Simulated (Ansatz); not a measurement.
`C=[CH][InH][Cl]` → 2 C• + Cl• + 4 H• + In•  (atomization)

Calculated with Ansatz (gas phase, PBE0-D4/def2-TZVP geometries, no zero-point term in ΔE). CCSD(T)/CBS is the MP2 limit (def2-TZVPP, def2-QZVPP) plus CCSD(T) − MP2 in def2-TZVPP, frozen cores. This one scheme is used for every species, atoms too. Functionals use def2-TZVPP. Open shells (•) are unrestricted, without spin–orbit coupling. Spin–orbit coupling would lower the free atoms: a little for C, Cl; strongly for In. Elements past krypton have def2 core potentials. For In outer-core shells are correlated without core-valence functions, so the limit isn't a true one: a few kJ/mol of doubt a bond, and 10 to 20 or more in all where bonds break to atoms. One conformer a species, not always the lowest.

`C=[CH][InH][Cl]`:

```xyz
8

C     1.160    0.831   -0.188
C     0.436   -0.137   -0.743
In   -1.273   -0.883    0.252
Cl   -1.522    0.275    2.289
H     0.904    1.262    0.776
H     2.045    1.237   -0.676
H     0.736   -0.534   -1.710
H    -2.486   -2.052    0.001
```

```tsv
level	ΔE (kJ/mol)
LC-ωPBE	2702.5
HF/def2-TZVPP	2003.3
```

Task: What does CCSD(T)/CBS give? (Estimate.)

Result: Ansatz gave: +2717.2 kJ/mol. The listed levels differ from it by -14.7, -713.9 kJ/mol.

Largest T1 diagnostic among the species: 0.015.

From PBE to PBE0 (25 % exact exchange), in def2-TZVPP and without D4, ΔE moves by −34.1 kJ/mol: exact exchange takes away binding that semilocal exchange gives to molecules. In def2-TZVPP, CCSD(T) changes the Hartree–Fock value by +646.1 kJ/mol (the triples alone add +46.0 kJ/mol) and MP2 by +679.4 kJ/mol; breaking electron pairs costs correlation energy, which Hartree–Fock lacks. Leaving LDA and LC-ωPBE aside and taking each functional with its dispersion term where it has one, the values, not all of them listed here, spread over 124.8 kJ/mol, from BHLYP-D4 to PBE-D4. LDA lies +348.8 kJ/mol from PBE without D4, its usual overbinding.

For atomizations the MP2-based limit and the directly extrapolated one differ by several kJ/mol either way, and by 10 to 25 for some Ge, Se and Sn compounds, so smaller differences from it don't rank the levels.
